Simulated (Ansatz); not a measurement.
Ansatz (a first-principles code) input (wB97X-V/def2-TZVPD):

Ansatz 0.2 input:
```yaml
crystal:
  periodic: [false, false, false]
  atoms:
    - {symbol: O, position_ang: [-1.78689994, -0.87154845, 0.11656106]}
    - {symbol: B, position_ang: [-0.58575072, -0.28577213, 0.03820292]}
    - {symbol: Br, position_ang: [-0.39742002, 1.63828828, 0.17312803]}
    - {symbol: Br, position_ang: [0.96158963, -1.39084563, -0.21215709]}
    - {symbol: H, position_ang: [-2.52198321, -0.25924459, 0.24251391]}
basis:
  gaussian:
    orbitals: def2-TZVPD
hamiltonian:
  xc: {name: wB97X-V}
output: {forces: true}
```

End of the output:

```
integrals: 0.21 GiB planned
1312 factors; their error is unknown
integrals: 0.25 GiB planned
291 factors; integrals over basis functions are off by at most 4.0e-5 eV
0.34 GiB of the device are held for the grids
1.97 GiB of device memory are held for the factors and their scratch space
mean field: 1.13 GiB planned
mean field evaluation 1: about -142819.4209 eV, gradient 4.5e1 eV
mean field evaluation 2: about -142818.6195 eV, gradient 5.2e1 eV
mean field evaluation 4: about -142822.7772 eV, gradient 8.3e-1 eV
mean field evaluation 8: about -142823.2000 eV, gradient 6.8e-2 eV
mean field evaluation 16: about -142823.2000 eV, gradient 1.3e-5 eV
mean field -142823.19998342 eV, -5248.6557903486 hartree, gradient 1.3e-5 eV, S^2 0.000000; 0 other end points of the search recorded, 0 dependent functions left out
the calculation of the forces begins
reference -142823.19998042 eV, -5248.6557902384 hartree; 42, 42 occupied and 158, 158 virtual orbitals, 1312 factors
Total energy: -142823.19998042 eV, -5248.6557902384 hartree
Atom 0 at    -1.786900    -0.871548     0.116561 Å, force    -0.131723    -0.042965     0.010302 eV/Å
Atom 1 at    -0.585751    -0.285772     0.038203 Å, force     0.249416     0.154031    -0.013668 eV/Å
Atom 2 at    -0.397420     1.638288     0.173128 Å, force    -0.016345    -0.224037    -0.016294 eV/Å
Atom 3 at     0.961590    -1.390846    -0.212157 Å, force    -0.144680     0.119437     0.024704 eV/Å
Atom 4 at    -2.521983    -0.259245     0.242514 Å, force     0.043333    -0.006465    -0.005044 eV/Å
Dipole moment:    -0.345954     0.126313     0.046273 e Å
```
